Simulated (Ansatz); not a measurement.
Calculated with Ansatz (gas phase, PBE0-D4/def2-TZVP geometries, no zero-point term in ΔE). CCSD(T)/CBS adds triple-zeta CCSD(T) − MP2 to the extrapolated MP2 energy (def2 sets, frozen cores). This one scheme is used for every species. DFT in def2-TZVPP. B3LYP here is the variant with VWN-RPA as its local correlation; programs differ in this. Each species was taken in one conformer, which may not be the lowest.

Reaction (substitution at a C–Si bond): `C=C([SiH3])CCl` + H–F → `C=C(F)CCl` + SiH₄

`C=C([SiH3])CCl`:

```xyz
12

C     0.431   -0.799   -1.350
C    -0.004   -0.212   -0.236
Si    1.091    0.990    0.699
C    -1.363   -0.534    0.292
Cl   -2.357    0.945    0.495
H     1.428   -0.621   -1.740
H    -0.194   -1.487   -1.915
H     2.477    0.839    0.183
H     0.654    2.396    0.517
H     1.059    0.667    2.150
H    -1.309   -0.987    1.283
H    -1.913   -1.196   -0.377
```

H–F:

```xyz
2

F    -0.322    0.283    0.167
H     0.322   -0.283   -0.167
```

`C=C(F)CCl`:

Cartesian coordinates in Å:
```
C 0.626 -0.742 -1.065
C -0.315 -0.104 -0.392
F -1.514 0.120 -0.944
C -0.217 0.404 0.994
Cl -0.291 2.190 1.048
H 0.446 -1.099 -2.070
H 1.593 -0.909 -0.612
H 0.724 0.098 1.444
H -1.051 0.042 1.596
```

SiH₄:

Cartesian coordinates in Å:
```
Si 0.000 0.000 0.000
H -1.104 0.453 -0.882
H 1.288 0.092 -0.733
H -0.238 -1.408 0.408
H 0.055 0.862 1.207
```

```json
{"level": "PBE-D4", "ΔE (kcal/mol)": "12.7", "difference from CCSD(T)/CBS": "-4.5"}
{"level": "PBE0-D4", "ΔE (kcal/mol)": "13.9", "difference from CCSD(T)/CBS": "-3.3"}
{"level": "B3LYP-D4", "ΔE (kcal/mol)": "12.8", "difference from CCSD(T)/CBS": "-4.4"}
{"level": "ωB97X-V", "ΔE (kcal/mol)": "12.0", "difference from CCSD(T)/CBS": "-5.2"}
{"level": "ωB97M-V", "ΔE (kcal/mol)": "13.2", "difference from CCSD(T)/CBS": "-4.0"}
{"level": "B2PLYP", "ΔE (kcal/mol)": "12.8", "difference from CCSD(T)/CBS": "-4.4"}
{"level": "r2SCAN", "ΔE (kcal/mol)": "11.3", "difference from CCSD(T)/CBS": "-5.9"}
{"level": "PBE0", "ΔE (kcal/mol)": "12.2", "difference from CCSD(T)/CBS": "-5.0"}
{"level": "B3LYP", "ΔE (kcal/mol)": "9.7", "difference from CCSD(T)/CBS": "-7.5"}
{"level": "MP2/def2-TZVPP", "ΔE (kcal/mol)": "18.6", "difference from CCSD(T)/CBS": "1.4"}
{"level": "SCS-MP2/def2-TZVPP", "ΔE (kcal/mol)": "16.1", "difference from CCSD(T)/CBS": "-1.1"}
{"level": "CCSD(T)/def2-TZVPP", "ΔE (kcal/mol)": "15.4", "difference from CCSD(T)/CBS": "-1.8"}
{"level": "HF/def2-QZVPP", "ΔE (kcal/mol)": "9.6", "difference from CCSD(T)/CBS": "-7.6"}
{"level": "SCS-MP2/def2-QZVPP", "ΔE (kcal/mol)": "17.1", "difference from CCSD(T)/CBS": "-0.1"}
{"level": "HF/CBS(def2)", "ΔE (kcal/mol)": "9.6", "difference from CCSD(T)/CBS": "-7.6"}
{"level": "MP2/CBS(def2)", "ΔE (kcal/mol)": "20.3", "difference from CCSD(T)/CBS": "3.1"}
{"level": "CCSD(T)/CBS", "ΔE (kcal/mol)": "17.2", "difference from CCSD(T)/CBS": "0"}
```

Largest T1 diagnostic among the species: 0.011.

From PBE to PBE0 (25 % exact exchange), in def2-TZVPP and without D4, ΔE moves by +1.4 kcal/mol. The D4 term adds +3.1 kcal/mol with B3LYP and +1.7 kcal/mol with PBE0; it sums over pairs of atoms, weighted by their polarisabilities, and B3LYP, whose exchange is more repulsive, gets the larger term. In def2-TZVPP, CCSD(T) changes the Hartree–Fock value by +6.0 kcal/mol (the triples alone add +0.7 kcal/mol) and MP2 by +9.1 kcal/mol.
